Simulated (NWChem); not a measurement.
Molecule: C₄H₇Cl; SMILES CC1(Cl)CC1

```xyz
12

C      1.6455     0.4857     0.0000
C      0.1619     0.2502     0.0000
Cl    -0.2426    -1.4826     0.0000
C     -0.7678     1.1472    -0.7533
C     -0.7678     1.1472     0.7533
H      2.1116     0.0413    -0.8922
H      1.8569     1.5659     0.0000
H      2.1116     0.0413     0.8922
H     -1.6164     0.6825    -1.2606
H     -0.3291     1.9995    -1.2811
H     -1.6164     0.6825     1.2606
H     -0.3291     1.9995     1.2811
```
Atoms are numbered in this order, from 1.

All runs: NWChem. Geometry optimised at PBE0/def2-SVP; all other runs use it. 

```
quantity                                                level  value
-----------------------------------------  ------------------  -----
anisotropy (bohr³), static                      PBE/def2-SVPD   10.7
vertical, lowest excitation, singlet (eV)  PBE/def2-SVPD, TDA   6.19
−ε(HOMO) (eV)                                    PBE/def2-SVP   6.13
dipole in solution (D) in water            PBE0/def2-SVP, SMD   2.45
dipole (D)                                      PBE0/def2-SVP   1.84
highest harmonic frequency (cm⁻¹)               PBE0/def2-SVP   3259
```
